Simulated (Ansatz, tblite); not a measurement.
Series BiMe2X: vertical IE (eV) at several levels, gas phase, relaxed structures; Ansatz, xTB through tblite. Core potentials for Bi in the def2 sets, no spin–orbit coupling. Raw xTB energies of ions are shifted by several eV. The structures are stationary points that may keep the symmetry of their start.

| species | state | geometry | GFN2-xTB | PBE-D4/def2-TZVP | r2SCAN-D4/def2-TZVP | PBE0-D4/def2-TZVP |
| --- | --- | --- | --- | --- | --- | --- |
| BiMe2Cl (C2H6BiCl) | singlet to doublet | B3LYP-D4/def2-SVP | 13.31 | 8.85 | 8.95 | 9.08 |
| BiMe2Br (C2H6BiBr) | singlet to doublet | PBE0-D4/def2-SVP | 13.37 | 8.69 | 8.82 | 8.93 |

(1) Estimate the rows for BiMe2F (C2H6BiF) (singlet to doublet, PBE0-D4/def2-SVP geometry).

(1) 
| species | state | geometry | GFN2-xTB | PBE-D4/def2-TZVP | r2SCAN-D4/def2-TZVP | PBE0-D4/def2-TZVP |
| --- | --- | --- | --- | --- | --- | --- |
| BiMe2F (C2H6BiF) | singlet to doublet | PBE0-D4/def2-SVP | 13.54 | 8.99 | 9.07 | 9.18 |

Over the 3 species that have every level, the mean is 13.41 at GFN2-xTB, 8.84 at PBE-D4/def2-TZVP, 8.95 at r2SCAN-D4/def2-TZVP, 9.06 at PBE0-D4/def2-TZVP.
